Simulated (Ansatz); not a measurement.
Geometry optimisation of (HMg-mu-OH)2 (Mg2O2H4).

```yaml
crystal:
  periodic: [false, false, false]
  atoms:
    - {symbol: Mg, position_ang: [-0.964940, -0.863490, 0.319700]}
    - {symbol: H, position_ang: [-2.089330, -1.831890, 0.720620]}
    - {symbol: O, position_ang: [-0.813160, 0.598610, -0.837060]}
    - {symbol: Mg, position_ang: [0.963280, 0.866950, -0.315910]}
    - {symbol: H, position_ang: [2.060400, 1.891370, -0.647380]}
    - {symbol: O, position_ang: [0.823000, -0.618730, 0.812500]}
    - {symbol: H, position_ang: [-1.404800, 1.032020, -1.451760]}
    - {symbol: H, position_ang: [1.425560, -1.074830, 1.399280]}
basis:
  gaussian: {orbitals: def2-SVP}
hamiltonian: {xc: pbe, dispersion: d4}
scf: {omitted_lower_state_checks: [starts]}
output: {orbitals: {seedname: orbitals}}
relax: {f_tol: 0.02, max_steps: 100}
```

```sh
$ ansatz run in.yaml --threads 4 --pin off --events-out ev --progress --plain --max-ram 3916MiB
```

Shortened log:

```
Functional definition: PBE
mean field -15033.09081792 eV, -552.4558977637 hartree, gradient 3.4e-5 eV, S^2 0.000000; 0 other end points of the search recorded, 0 dependent functions left out
relax step   1: F+E_penalty+E_count = -15033.23852736 eV  Δ(F+E_penalty+E_count) = +0.000e0 eV  max|allowed force component| = 1.594e0 eV/Å  Δτ_max = 0.0000 Å  (22 SCF iters, accepted)
mean field -15033.65190926 eV, -552.4765174901 hartree, gradient 2.5e-5 eV, S^2 0.000000; 0 other end points of the search recorded, 0 dependent functions left out
relax step   2: F+E_penalty+E_count = -15033.79232537 eV  Δ(F+E_penalty+E_count) = -5.538e-1 eV  max|allowed force component| = 4.903e-1 eV/Å  Δτ_max = 0.1844 Å  (26 SCF iters, accepted)
mean field -15033.65183691 eV, -552.4765148314 hartree, gradient 8.1e-6 eV, S^2 0.000000; 0 other end points of the search recorded, 0 dependent functions left out
relax step   3: F+E_penalty+E_count = -15033.78240013 eV  Δ(F+E_penalty+E_count) = +9.925e-3 eV  max|allowed force component| = 1.124e0 eV/Å  Δτ_max = 0.2000 Å  (27 SCF iters, rejected (line search))
mean field -15033.79009953 eV, -552.4815958889 hartree, gradient 2.4e-5 eV, S^2 0.000000; 0 other end points of the search recorded, 0 dependent functions left out
relax step   4: F+E_penalty+E_count = -15033.92625355 eV  Δ(F+E_penalty+E_count) = -1.339e-1 eV  max|allowed force component| = 1.382e-1 eV/Å  Δτ_max = 0.0975 Å  (26 SCF iters, accepted)
mean field -15033.80162741 eV, -552.4820195305 hartree, gradient 2.3e-5 eV, S^2 0.000000; 0 other end points of the search recorded, 0 dependent functions left out
relax step   5: F+E_penalty+E_count = -15033.93596445 eV  Δ(F+E_penalty+E_count) = -9.711e-3 eV  max|allowed force component| = 2.157e-1 eV/Å  Δτ_max = 0.0642 Å  (26 SCF iters, accepted)
mean field -15033.80404453 eV, -552.4821083581 hartree, gradient 2.3e-5 eV, S^2 0.000000; 0 other end points of the search recorded, 0 dependent functions left out
relax step   6: F+E_penalty+E_count = -15033.93876207 eV  Δ(F+E_penalty+E_count) = -2.798e-3 eV  max|allowed force component| = 8.381e-3 eV/Å  Δτ_max = 0.0146 Å  (27 SCF iters, accepted)
mean field -15033.80404453 eV, -552.4821083581 hartree, gradient 2.2e-5 eV, S^2 0.000000; 0 other end points of the search recorded, 0 dependent functions left out
Total energy: -15033.93882484 eV, -552.4870614432 hartree
Atom 0 at    -1.073300    -0.963105     0.353777 Å, force     0.008381     0.006551    -0.003510 eV/Å
Atom 1 at    -2.310884    -2.073852     0.761589 Å, force    -0.004720    -0.003869     0.001805 eV/Å
Atom 2 at    -0.806321     0.599955    -0.812908 Å, force    -0.001760     0.002020    -0.000109 eV/Å
Atom 3 at     1.073331     0.963019    -0.353900 Å, force    -0.007746    -0.007948     0.001838 eV/Å
Atom 4 at     2.311148     2.073358    -0.762112 Å, force     0.004458     0.004380    -0.001235 eV/Å
Atom 5 at     0.806591    -0.600545     0.812162 Å, force     0.000921     0.000022     0.002613 eV/Å
Atom 6 at    -1.411100     1.050667    -1.420774 Å, force     0.004552    -0.003793     0.003656 eV/Å
Atom 7 at     1.410544    -1.049487     1.422156 Å, force    -0.004086     0.002638    -0.005059 eV/Å
Dipole moment:    -0.000438     0.000898     0.001044 e Å
Checks for a lower state left out: starts
```

Run time 7 s (4 threads of Intel Xeon Platinum 8375C on a shared host).
